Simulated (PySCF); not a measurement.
CHF2, SMILES [CH](F)F (connectivity only; charge and spin as stated), charge +1, multiplicity 1. Geometry optimised at B3LYP-D3(BJ)/def2-TZVP. The multiplicity is an assumed one; other spin states were not compared. The isomer is the one that the SMILES or the coordinates give; other isomers of the formula were not compared.

TDA-LC-ωPBE/def2-TZVPD (PySCF) puts the lowest singlet excitations at 7.78, 8.26, 10.70, 12.83, 12.91, 13.30 eV.

Problem. What are the lowest excitation roots from ADC(2)/aug-cc-pVDZ in PySCF 2.14.0? (The exact figures need the calculation; the answer reports its results.)

Solution. 7.81, 8.08, 9.38, 12.27, 12.96, 13.25 eV. S1 differs by 0.03 eV (second minus first; roots are paired by order, and the bases may differ).
